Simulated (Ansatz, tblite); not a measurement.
Removing an electron: Sn(GeH3)H3 (SnGeH₆). Total charge 0; singlet. Geometry: r2SCAN-D4/def2-TZVP. Ansatz, gas phase; energy differences of separate SCF runs; the oxidised species was run as a doublet alone.

```xyz
8

Sn    0.709   -0.975   -0.412
Ge   -0.734    1.008    0.425
H    -0.700    2.169   -0.578
H    -0.212    1.523    1.773
H    -2.194    0.575    0.610
H     2.311   -0.467   -0.709
H     0.070   -1.611   -1.861
H     0.749   -2.223    0.751
```

In the def2 sets Sn takes a core potential; there is no spin–orbit coupling. The xTB rows come from tblite. HSE06 is defined as in plane-wave codes, on full-range PBE exchange.

Question: Estimate orbital energies and vertical ionisation energies at: GFN1-xTB; GFN2-xTB; PBE-D4/def2-TZVP; r2SCAN-D4/def2-TZVP; B97M-V/def2-TZVP; PBE0-D4/def2-TZVP; r2SCAN0-D4/def2-TZVP; HSE06-D4/def2-TZVP; BHLYP-D4/def2-TZVP; ωB97X-V/def2-TZVP.

Answer: 
```csv
level,−HOMO (eV),vertical IE (eV),−LUMO (eV),HOMO–LUMO gap (eV)
GFN1-xTB,11.74,14.28,6.50,5.24
GFN2-xTB,11.06,13.83,5.55,5.51
PBE-D4/def2-TZVP,6.92,9.80,0.98,5.94
r2SCAN-D4/def2-TZVP,7.18,9.87,0.62,6.57
B97M-V/def2-TZVP,7.27,9.98,0.77,6.50
PBE0-D4/def2-TZVP,7.95,9.94,0.15,7.80
r2SCAN0-D4/def2-TZVP,8.12,9.97,-0.07,8.19
HSE06-D4/def2-TZVP,7.56,9.93,0.51,7.05
BHLYP-D4/def2-TZVP,8.86,9.99,-0.58,9.44
ωB97X-V/def2-TZVP,10.12,10.03,-1.67,11.80
```

 Raw xTB energy differences between charge states are shifted by several eV; the methods need an empirical correction for them.
